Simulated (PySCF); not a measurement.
# [Pm(OH)4]− at several levels of theory

Computed with PySCF 2.14.0 (density fitting, no spin-orbit coupling) at the geometry relaxed with PBE0:

```xyz
9
[Pm(OH)4]− (singlet in the valence; each metal's 4f electrons, 4 of them, lie in its core potential, out of spins and levels)
Pm    0.0000    0.0000    0.0000
O     1.3824    1.1139    1.2578
H     1.9563    1.6470    1.8031
O    -1.3824   -1.1139    1.2578
H    -1.9563   -1.6470    1.8031
O     1.1139   -1.3824   -1.2578
H     1.6470   -1.9563   -1.8031
O    -1.1139    1.3824   -1.2578
H    -1.6470    1.9563   -1.8031
```

```tsv
level	basis	state	HOMO (eV)	gap (eV)	charge on Pm1 (e)	population of f-type functions on Pm1 (polarisation alone where 4f lies in the core)	dipole about the centre of mass (D)	largest force component (eV/Å)
PBE0	Pm lcecp-1-SVP with ECP50, O def2-SVP, H def2-SVP	singlet	-2.33	6.31	0.84	0.11	0.00	0.00
BP86	the same	singlet	-0.77	4.29	0.56	0.10	0.00	0.40
CAM-B3LYP	the same	singlet	-3.78	8.26	0.80	0.11	0.00	0.06
```

In the lcecp rows the 4f levels are missing from HOMO and gap, and the state counts the valence alone.

Charges are Mulliken's, which hang on the basis. The relaxation used the grid (50, 194), these runs (75, 302) or, all-electron (x2c bases, spin-free X2C Hamiltonian), (99, 590).

**Question.** What does PBE0 with Pm lcecp-1-TZVP with ECP50, O def2-TZVP, H def2-TZVP give here?

**Answer.** state singlet, HOMO (eV) -2.78, gap (eV) 6.51, charge on Pm1 (e) 1.51, population of f-type functions on Pm1 (polarisation alone where 4f lies in the core) 0.12, dipole about the centre of mass (D) 0.00, largest force component (eV/Å) 0.23. Time: 18 s on 2 threads of Arm Neoverse V2, with other jobs on the host, from free ions and atoms.

In the first row's basis the gap widens with exact exchange: 4.3 eV for BP86 (none); 6.3 eV for PBE0 (a fixed share); 8.3 eV for CAM-B3LYP (rising or full at long range).

An lcecp potential fixes the number of 4f electrons, so in runs with it no electron can move into or out of that shell.
